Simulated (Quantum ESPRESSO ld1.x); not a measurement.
Ca II, configuration [Ar] 3d1 (not the ground configuration).

All-electron calculation, non-relativistic Kohn-Sham, LDA (Slater exchange, VWN5 correlation), spin-polarised, spherical densities, point nucleus; open shells are filled with parallel spins first. Program: ld1.x of Quantum ESPRESSO 7.5.

Energy parts (eV):
total: -18380.41
kinetic: 18351.05
electron-nucleus: -43507.24
Hartree: 7705.26
exchange-correlation: -929.48

Orbitals (lengths in bohr, moments of r in powers of bohr; <r^-3> diverges for s and p1/2):
orbital,occ.,eigenvalue (eV),<r^-3>,<r^2>
1s down,1,-3919.82,-,0.008072
1s up,1,-3919.81,-,0.008072
2s up,1,-411.923,-,0.1603
2s down,1,-411.782,-,0.1602
2p up,3,-336.834,182.9,0.1341
2p down,3,-336.726,183.0,0.1340
3s up,1,-49.5673,-,1.598
3s down,1,-49.0163,-,1.594
3p up,3,-31.3586,18.85,1.986
3p down,3,-30.7872,18.92,1.978
3d up,1,-6.1494,0.8058,7.056
3d down,0,-5.5271,0.8009,7.458

The highest occupied level is 3d up at -6.149 eV. Summed over all electrons, <r^2> = 23.28 bohr^2, which gives a Langevin (diamagnetic) susceptibility term of -18.4 x 10^-6 cm^3/mol.
